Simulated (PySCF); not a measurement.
Molecule: `C/N=C/c1cccnc1`, C7H8N2.

Geometry (Å), atoms numbered from 1 in this order:
```xyz
17

C     3.2770    0.0402    0.0170
N     1.8952    0.3533    0.1565
C     1.0269   -0.5604    0.1389
C    -0.3898   -0.2671    0.2820
C    -0.8577    1.0403    0.4313
C    -2.2168    1.2540    0.5567
C    -3.0643    0.1534    0.5268
N    -2.6353   -1.0902    0.3912
C    -1.3371   -1.2922    0.2736
H     3.7974    0.4005    0.9061
H     3.6680    0.5932   -0.8387
H     3.4770   -1.0328   -0.1157
H     1.2840   -1.6247    0.0152
H    -0.1462    1.8515    0.4437
H    -2.6157    2.2501    0.6734
H    -4.1368    0.2692    0.6159
H    -1.0326   -2.3263    0.1656
```

Frames of a GFN2-xTB Langevin trajectory at 300 K; GIAO PBE0/pcSseg-1 shieldings in PySCF, gas phase, non-relativistic; equivalent atoms averaged within each frame.

Shifts are taken against calculated references (same method and geometry level): TMS for ¹³C (186.93 ppm), ¹H (31.72 ppm); ¹⁵N (267.73 ppm) vs NH3. The references are static minima.

**Question.** How do the shifts (ppm) fluctuate along the trajectory?

**Answer.** 
```
         time (fs)     C3     C9     C7     C5     C4     C6    C1     N2     N8   H14
optimised geometry  162.6  157.8  157.6  140.7  136.5  128.7  52.0  380.2  358.5  8.95
               250  181.2  154.0  153.4  151.2  140.6  135.3  52.2  430.1  350.6  9.91
               425  165.2  158.7  161.9  145.1  136.4  126.6  46.2  434.6  369.0  8.77
               625  163.6  154.5  156.9  138.3  137.0  135.6  50.9  406.9  349.7  8.32
               800  166.2  156.8  161.7  148.9  137.0  132.7  51.0  410.7  362.4  9.22
              1000  170.4  157.0  161.0  141.1  139.4  138.8  52.7  403.1  359.6  8.66
    mean of frames  169.3  156.2  159.0  144.9  138.1  133.8  50.6  417.1  358.3  8.98
standard deviation    7.1    1.9    3.7    5.3    1.8    4.6   2.6   14.3    8.1  0.61
```

5 frames give an uncertainty of the mean of about the standard deviation over 2.2 at best, since frames this close in time may not be independent; classical motion lacks zero-point vibration, and the reference would need the same averaging.
